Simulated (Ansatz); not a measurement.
GaCl₂F⁺. The state is a doublet with charge 1. Geometry r2SCAN-D4/def2-SVP, that of the neutral singlet.

Cartesian coordinates in Å:
```
Ga -0.024 0.005 -0.065
Cl 1.724 -1.131 0.287
Cl -1.084 0.998 1.471
F -0.616 0.128 -1.693
```

Estimate the α-spin orbital energies around the gap (eV) in Ansatz with PBE-D4/def2-TZVP, r2SCAN-D4/def2-TZVP, PBE0-D4/def2-TZVP.


| orbital | PBE-D4/def2-TZVP | r2SCAN-D4/def2-TZVP | PBE0-D4/def2-TZVP |
| --- | --- | --- | --- |
| HOMO−5 | -15.65 | -16.16 | -17.46 |
| HOMO−4 | -15.58 | -16.04 | -17.27 |
| HOMO−3 | -15.55 | -16.02 | -17.14 |
| HOMO−2 | -15.24 | -15.53 | -16.72 |
| HOMO−1 | -15.09 | -15.49 | -16.64 |
| HOMO | -15.01 | -15.46 | -16.58 |
| LUMO | -9.13 | -8.84 | -8.13 |
| LUMO+1 | -7.82 | -7.52 | -6.94 |
| LUMO+2 | -5.23 | -4.80 | -4.33 |
| LUMO+3 | -4.24 | -3.64 | -3.24 |
| LUMO+4 | -3.22 | -2.61 | -2.44 |
| LUMO+5 | -2.02 | -1.34 | -1.09 |
| β HOMO | -14.82 | -15.02 | -15.61 |
| β LUMO | -14.59 | -14.75 | -14.19 |
